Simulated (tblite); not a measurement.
Compound: C4H10B2FP.
SMILES with atom numbers: `[BH2:1][PH:2][BH:3][C@H:4]1[CH2:5][C@@H:6]([F:7])[CH2:8]1` (hydrogens: H9, H10 on B1; H11 on P2; H12 on B3; H13 on C4; H14, H15 on C5; H16 on C6; H17, H18 on C8)

Computed with GFN2-xTB (tblite), gas phase: L-BFGS steps from a force-field or distance-geometry start until the largest atomic force falls under 0.01 eV/Å.

Step 19: E = -635.2891 eV
```
atom  x, y, z in Å  |  force x, y, z in eV/Å
B1      3.5946   -0.3030   -0.2576    0.147  -0.075  -0.199
P2      2.1965    0.6587    0.3788    0.277   0.137  -0.116
B3      0.8663   -0.3538    1.0717   -0.012  -0.110  -0.108
C4     -0.6145    0.0407    0.7221   -0.073   0.071   0.042
C5     -1.0054    0.9763   -0.4544    0.067  -0.175   0.273
C6     -2.3255    0.2176   -0.5238   -0.058  -0.079  -0.066
F7     -2.7807   -0.0481   -1.7889   -0.165  -0.012  -0.152
C8     -1.6786   -0.9596    0.2024    0.186   0.109   0.099
H9      4.2332   -1.0361    0.3949   -0.177   0.040   0.045
H10     3.8666   -0.1221   -1.3817    0.171  -0.014   0.021
H11     1.6484    1.2923   -0.7179    0.048   0.081   0.081
H12     1.1101   -1.2052    1.8352   -0.046  -0.044   0.024
H13    -0.9933    0.4825    1.6516   -0.173   0.064   0.004
H14    -0.4180    0.7718   -1.3547   -0.080   0.125   0.160
H15    -1.0515    2.0406   -0.2438    0.042   0.046  -0.108
H16    -3.1466    0.6896    0.0275    0.023  -0.050  -0.090
H17    -2.2684   -1.4837    0.9476   -0.037  -0.104  -0.065
H18    -1.2419   -1.6521   -0.5205   -0.141  -0.010   0.156
```

Step 20: E = -635.3058 eV
```
atom  x, y, z in Å  |  force x, y, z in eV/Å
B1      3.5981   -0.3028   -0.2622    0.201  -0.139  -0.191
P2      2.1913    0.6540    0.3599    0.346   0.113  -0.107
B3      0.8650   -0.3557    1.0621   -0.040  -0.093  -0.106
C4     -0.6163    0.0430    0.7245   -0.035   0.071   0.036
C5     -1.0113    0.9747   -0.4484    0.091  -0.074   0.196
C6     -2.3273    0.2129   -0.5268   -0.033  -0.097  -0.039
F7     -2.7722   -0.0594   -1.7932   -0.165  -0.013  -0.172
C8     -1.6781   -0.9563    0.2072    0.169   0.003   0.137
H9      4.2065   -1.0616    0.3998   -0.225   0.131  -0.044
H10     3.9032   -0.1092   -1.3795    0.144  -0.024   0.118
H11     1.6650    1.3216   -0.7295    0.018   0.023   0.115
H12     1.0933   -1.2079    1.8305    0.020  -0.021  -0.005
H13    -0.9861    0.4862    1.6576   -0.189   0.043  -0.022
H14    -0.4247    0.7918   -1.3512   -0.021   0.036   0.115
H15    -1.0570    2.0344   -0.2328   -0.013   0.187  -0.067
H16    -3.1517    0.6826    0.0175   -0.033  -0.028  -0.065
H17    -2.2588   -1.4789    0.9556   -0.160  -0.128   0.032
H18    -1.2476   -1.6630   -0.5029   -0.075   0.010   0.069
```

Step 21: E = -635.3216 eV
```
atom  x, y, z in Å  |  force x, y, z in eV/Å
B1      3.6048   -0.3038   -0.2696    0.186  -0.168  -0.139
P2      2.1937    0.6519    0.3424    0.298   0.037  -0.044
B3      0.8657   -0.3573    1.0520   -0.011  -0.040  -0.097
C4     -0.6172    0.0462    0.7282    0.003   0.052   0.043
C5     -1.0162    0.9735   -0.4395    0.046   0.075   0.045
C6     -2.3293    0.2068   -0.5308    0.002  -0.078   0.001
F7     -2.7684   -0.0700   -1.8000   -0.101  -0.013  -0.106
C8     -1.6759   -0.9534    0.2144    0.057  -0.103   0.127
H9      4.1777   -1.0837    0.4042   -0.215   0.173  -0.111
H10     3.9390   -0.0974   -1.3767    0.142  -0.036   0.143
H11     1.6801    1.3453   -0.7369   -0.003  -0.006   0.117
H12     1.0804   -1.2109    1.8252    0.075   0.011  -0.049
H13    -0.9830    0.4906    1.6625   -0.180   0.022  -0.023
H14    -0.4318    0.8121   -1.3449    0.056  -0.059   0.056
H15    -1.0622    2.0322   -0.2254   -0.072   0.244  -0.012
H16    -3.1574    0.6753    0.0058   -0.076  -0.017  -0.037
H17    -2.2530   -1.4779    0.9623   -0.230  -0.104   0.108
H18    -1.2557   -1.6733   -0.4847    0.023   0.010  -0.022
```

Step 22: E = -635.3358 eV
```
atom  x, y, z in Å  |  force x, y, z in eV/Å
B1      3.6138   -0.3070   -0.2776    0.109  -0.142  -0.076
P2      2.2023    0.6509    0.3275    0.178  -0.049   0.036
B3      0.8684   -0.3578    1.0414    0.036   0.022  -0.083
C4     -0.6166    0.0500    0.7313    0.012   0.028   0.054
C5     -1.0209    0.9751   -0.4310   -0.035   0.189  -0.100
C6     -2.3311    0.1997   -0.5345    0.029  -0.030   0.037
F7     -2.7664   -0.0807   -1.8079   -0.004  -0.012   0.013
C8     -1.6734   -0.9524    0.2239   -0.088  -0.155   0.074
H9      4.1465   -1.1043    0.4062   -0.148   0.151  -0.133
H10     3.9739   -0.0840   -1.3705    0.165  -0.052   0.106
H11     1.6928    1.3609   -0.7417   -0.010  -0.008   0.098
H12     1.0736   -1.2133    1.8177    0.112   0.040  -0.090
H13    -0.9815    0.4947    1.6657   -0.153   0.007  -0.008
H14    -0.4382    0.8317   -1.3386    0.115  -0.123   0.017
H15    -1.0703    2.0360   -0.2187   -0.117   0.190   0.025
H16    -3.1651    0.6679   -0.0075   -0.086  -0.024  -0.016
H17    -2.2526   -1.4784    0.9711   -0.221  -0.036   0.119
H18    -1.2639   -1.6826   -0.4684    0.107   0.003  -0.073
```

**Question.** Estimate the geometry and energy of step 23. (The exact step hangs on the optimiser's Hessian estimate; all steps are aligned on step 22, rigid shifts and turns removed.)

**Answer.** E = -635.3488 eV, largest force 0.282 eV/Å
```
atom  x, y, z in Å  |  force x, y, z in eV/Å
B1      3.6235   -0.3125   -0.2850    0.006  -0.071  -0.038
P2      2.2134    0.6491    0.3138    0.044  -0.100   0.087
B3      0.8723   -0.3574    1.0295    0.058   0.071  -0.065
C4     -0.6153    0.0542    0.7331   -0.011   0.014   0.050
C5     -1.0267    0.9807   -0.4247   -0.105   0.202  -0.167
C6     -2.3325    0.1921   -0.5372    0.034   0.024   0.057
F7     -2.7624   -0.0932   -1.8153    0.084  -0.012   0.127
C8     -1.6724   -0.9540    0.2349   -0.186  -0.128   0.000
H9      4.1116   -1.1264    0.4051   -0.046   0.078  -0.116
H10     4.0118   -0.0677   -1.3600    0.195  -0.071   0.049
H11     1.7048    1.3728   -0.7460   -0.002  -0.004   0.088
H12     1.0715   -1.2145    1.8073    0.135   0.056  -0.119
H13    -0.9796    0.4982    1.6678   -0.121  -0.003   0.007
H14    -0.4433    0.8505   -1.3337    0.132  -0.140   0.014
H15    -1.0833    2.0443   -0.2098   -0.142   0.068   0.027
H16    -3.1751    0.6595   -0.0221   -0.068  -0.040   0.000
H17    -2.2567   -1.4778    0.9844   -0.153   0.048   0.066
H18    -1.2703   -1.6915   -0.4538    0.144   0.006  -0.068
```

The energy changes by -0.0130 eV. The first-order estimate −F·Δx gives -0.0178 eV and the mean of the old and new forces, exact on a quadratic surface, -0.0130 eV. The step makes an angle of 72° with the force vector and moves no atom by more than 0.043 Å.

The cost below is that of the whole relaxation. On Intel Xeon at 2.50 GHz, one thread, no GPU (shared host), this took 1.4 s wall.
